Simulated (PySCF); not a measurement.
Species: C₂H₈BNO₂.
SMILES with atom numbers: `[CH3:1][O:2][CH2:3][O:4][BH:5][NH2:6]` (hydrogens: H7, H8, H9 on C1; H10, H11 on C3; H12 on B5; H13, H14 on N6)

Method used: PBE0-D3(BJ)/def2-SVP geometry optimisation, gas phase in PySCF 2.14.0.

Problem. List the bond lengths, angles and torsions at this level.

Solution. 
| bond | length (Å) |
| --- | --- |
| C1–O2 | 1.401 |
| O2–C3 | 1.372 |
| C3–O4 | 1.397 |
| O4–B5 | 1.367 |
| B5–N6 | 1.405 |
| C1–H7, C1–H9 | 1.100 |
| C1–H8 | 1.108 |
| C3–H10 | 1.105 |
| C3–H11 | 1.115 |
| B5–H12 | 1.209 |
| N6–H13, N6–H14 | 1.010 |

Bonds in one row agree within 0.01 Å and their mean is given. A selection of angles:
| angle | degrees |
| --- | --- |
| O2–C1–H7 | 111.8 |
| O2–C1–H9 | 107.4 |
| H7–C1–H8 | 108.4 |
| H7–C1–H9 | 109.1 |
| C1–O2–C3 | 114.2 |
| O2–C3–O4 | 110.8 |
| O2–C3–H10 | 106.4 |
| O2–C3–H11 | 110.7 |
| O4–C3–H10 | 110.7 |
| O4–C3–H11 | 109.2 |
| H10–C3–H11 | 109.0 |
| C3–O4–B5 | 122.8 |
| O4–B5–N6 | 123.5 |
| O4–B5–H12 | 116.9 |
| N6–B5–H12 | 119.6 |
| B5–N6–H13 | 121.1 |
| B5–N6–H14 | 125.4 |
| H13–N6–H14 | 113.5 |

Dihedral angles: C1–O2–C3–O4 -65° (synclinal); O2–C3–O4–B5 179° (antiperiplanar); C3–O4–B5–N6 0° (synperiplanar). The mirror-image conformer, all signs reversed, is as good.

B5 (three-coordinate boron) is planar (angles 123.5°, 119.6° and 116.9°, sum 360.0°, 0.00 Å off the plane of its three neighbours). Of the pairs four or more bonds apart, C3···H14 is among the closest relative to their van der Waals radii: 2.70 Å, 93 % of the sum of Bondi's values. O2 (ether oxygen) is bent (angle 114.2°). The C–O distances run from 1.372 Å (O2–C3, drawn single) to 1.401 Å (C1–O2, drawn single), a spread of 0.029 Å. N6 (boron-bound nitrogen) is planar (angles 125.4°, 121.1° and 113.5°, sum 360.0°, 0.00 Å off the plane of its three neighbours).

Point group: C1 (no symmetry element, even within 0.4 Å). Stationary, but not proved a minimum. The numbers are those of one conformer.

On one thread of an Arm Neoverse N1, no GPU, shared host with 64 logical CPUs at a one-minute load of 61, this took 1.8 min wall and 0.51 GiB of memory at its peak. These figures are those of the optimisation.
